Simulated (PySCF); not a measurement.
Electron correlation in I³⁺ (iodine, charge +3)

[Kr] 4d10 5s2 5p2, high-spin 3P determinant. All numbers are calculated (PySCF 2.14, scalar relativity through the core potential, in aug-cc-pVTZ-PP with one added diffuse shell each of d, f type with ECP28MDF (6s5p5d3f, 67 functions)). Frozen: 4s2 4p6 4d10; 4 electrons correlated.

MP2 pair energies summed by pair of shells (mhartree):

```
 pair  energy  share (%)
5s-5p  -31.20       63.2
5s-5s  -13.35       27.0
5p-5p   -4.84        9.8
```

Total MP2 correlation energy: -49.40 mhartree.

Same-spin part -7.93 and opposite-spin part -41.46 mhartree; SCS-MP2 scales them by 1/3 and 6/5 to -52.40 mhartree.
